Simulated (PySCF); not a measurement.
Compound: Ge₂H₇P.
Bonds: P1–Ge2, Ge2–Ge3. Hydrogens: H4, H5 on P1; H6, H7 on Ge2; H8, H9, H10 on Ge3.

Computed with MP2 and CCSD/aug-cc-pVDZ in PySCF, restricted Hartree–Fock reference, 23 core orbitals frozen, non-relativistic, gas phase, PBE0-D3(BJ)/def2-SVP geometry.

E(HF) = -4495.48665 Eh.

Problem. How large is the problem?

Solution. 162 basis functions and 86 electrons; 23 orbitals frozen, which leaves o = 20 correlated occupied and v = 119 virtual orbitals. That is o·v = 2380 singles and o·v(o·v + 1)/2 = 2833390 distinct closed-shell doubles amplitudes before symmetry; the costliest CCSD step grows as o²v⁴ = 8.0 × 10^10.

Problem. What are the MP2 and CCSD correlation energies?

Solution. MP2 -0.3911 Eh and CCSD -0.4554 Eh, which gives totals of -4495.87771 and -4495.94207 Eh. That is 0.310 eV for each correlated electron at CCSD (1196 kJ/mol in all, 0.010 % of the total energy); MP2 gives 85.9 % of the CCSD value.

Problem. What is the T1 diagnostic?

Solution. 0.0100, below the customary warning level of 0.02. It is the norm of the spatial-orbital singles amplitudes over the root of the number of correlated electrons, so the norm is 0.063.

Problem. How does correlation change the dipole moment?

Solution. HF gives 0.79 D and CCSD (unrelaxed density) 0.61 D, a change of -0.18 D.

Connected triples and the basis-set limit are missing.

The job also held the EOM ionisation roots. On an Arm Neoverse V1 with one thread, no GPU, shared host with 32 logical CPUs at a one-minute load of 14, this took 6.6 min and 2.9 GiB of memory at its peak.

Shape of the structure used: `[PH2:1][GeH2:2][GeH3:3]`: H–P1–Ge2–Ge3 -50°, H–P1–Ge2–Ge3 43°.

One conformer stands for the species.
